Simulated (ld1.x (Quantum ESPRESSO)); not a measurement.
## Plane-wave convergence, RRKJ potential for carbon (C)

ld1.x (Quantum ESPRESSO) 7.5 input, shortened:

```
&input
   title='C', zed=6., rel=1, dft='PZ', iswitch=3,
   config='[He] 2s1 2p3 3d-2'
 /
 &inputp
   pseudotype=2, tm=.false., rho0=0.02, lloc=2,
   nlcc=.false.
 /
3
2S  1  0   1.00   0.00  0.95  0.95  0.0
2P  2  1   3.00   0.00  1.35  1.35  0.0
3D  3  2  -2.00   0.05  1.35  1.35  0.0
 &test
   configts(1)='2s1 2p3'
 /
```

The pseudo-atom Hamiltonian at the reference potential is diagonalised in spherical Bessel functions j_l(qr) that vanish at 20 bohr, with q² up to the cutoff. All-electron valence levels (Ry): 2s -1.0352, 2p -0.4281.

How do the lowest levels (Ry) of each channel move with the cutoff, and are there ghosts?

```csv
cutoff (Ry),s #1,p #1,p #2,d #1,f #1,f #2,Σ f·Δε (mRy)
8,-0.9413,-0.1945,0.0417,0.0734,0.1176,0.2534,795.4
12,-0.9588,-0.2600,0.0385,0.0734,0.1176,0.2534,581.5
15,-0.9720,-0.3039,0.0368,0.0734,0.1176,0.2534,436.6
21,-1.0039,-0.3529,0.0351,0.0734,0.1176,0.2534,257.6
25,-1.0136,-0.3812,0.0342,0.0734,0.1176,0.2534,163.1
35,-1.0301,-0.4150,0.0331,0.0734,0.1176,0.2534,45.2
45,-1.0340,-0.4253,0.0328,0.0734,0.1176,0.2534,10.3
50,-1.0345,-0.4269,0.0328,0.0734,0.1176,0.2534,5.1
60,-1.0345,-0.4281,0.0328,0.0734,0.1176,0.2534,1.5
70,-1.0346,-0.4283,0.0328,0.0734,0.1176,0.2534,0.9
90,-1.0349,-0.4283,0.0328,0.0734,0.1176,0.2534,0.5
400,-1.0354,-0.4283,0.0328,0.0734,0.1176,0.2534,0.0
```

Result: no extra level below or beside the all-electron valence levels (s, p, d, f tested); 10 mRy is reached at 50 Ry and 1 mRy at 70 Ry.

Its largest configuration-test error is +438 meV.
